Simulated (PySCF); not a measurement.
The complex Mn(OH)3 (charge 0) contains Mn(III), shell d4. The structure is a PBE0-D3(BJ)/def2-TZVP geometry optimised for multiplicity 5; coordination trigonal planar, point group Cs, metal–donor distances 1.77–1.80 Å.

```
7

Mn    0.000    0.000    0.000
O     1.761   -0.186    0.000
H     2.006   -1.119    0.000
O    -0.428   -1.752    0.000
H    -1.359   -1.990    0.000
O    -0.603    1.665    0.000
H    -0.396    2.596    0.000
```

Method (PySCF 2.14, density fitting): CASSCF(4,5) with orbitals averaged over all microstates of the shell, strongly contracted NEVPT2 on the averaged canonical orbitals; basis x2c-TZVPall on the metal, x2c-SVPall elsewhere; spin-free X2C; gas phase; spin-orbit coupling by state interaction with the mean-field operator over all roots.

(1) What is the ground state?

(2) Where do the spin-allowed transitions within the shell lie?

(3) Which is the lowest state of another spin?

(4) What ligand-field parameters describe the result?

(5) What are the magnetic parameters?

No frequencies were computed for the optimised geometry. NEVPT2 lifts 5A' from 11799 to 14918 cm⁻¹; on the d shell alone such lifts tend to overshoot. An active orbital has only 0.75 squared overlap with the free ion's shell, so the metal shell alone is a small active space here. NEVPT2 on the d shell alone tends to put d–d bands too high for such charged or covalently bound ions. Gaps between spin states lean to high spin in this active space.

The job took 8.6 s on one thread of Arm Neoverse V1 (shared host), with 105 basis functions, launched as `OMP_NUM_THREADS=1 python lf_run.py task.json out`.

Answers

(1) 5A' (S = 2, orbital degeneracy 1), orbital occupations from the lowest 1.0 1.0 1.0 1.0 0.0, by NEVPT2.

(2) By NEVPT2: 5A' at 14918 cm⁻¹ (670 nm); 5A'' at 17685 cm⁻¹ (565 nm); 5A'' at 21210 cm⁻¹ (471 nm); 5A' at 25353 cm⁻¹ (394 nm). The strongest, at 25353 cm⁻¹, has f = 8.6e-04.

(3) 3A'' at 18320 cm⁻¹ by NEVPT2; CASSCF alone puts it at 21597 cm⁻¹ above the same ground state.

(4) At CASSCF level (the NEVPT2 levels don't fit a ligand-field model well): orbital energies 0, 1997, 4898, 9150, 19784 cm⁻¹; B = 1012 cm⁻¹; C = 3915 cm⁻¹; B over its free-ion value at the same level 0.825; rms of the fit 325 cm⁻¹; ζ = 317 cm⁻¹ (free ion 363).

(5) The ground multiplet follows a spin Hamiltonian with S = 2, g = 1.971, 1.994, 1.997, D = -2.91 cm⁻¹, E/|D| = 0.06 (spin-orbit part alone); the lowest levels hold 100 % of the spin-free ground state. μeff is 4.88 μB at 300 K and 4.76 μB at 10 K; the spin-only value is 4.90 μB.
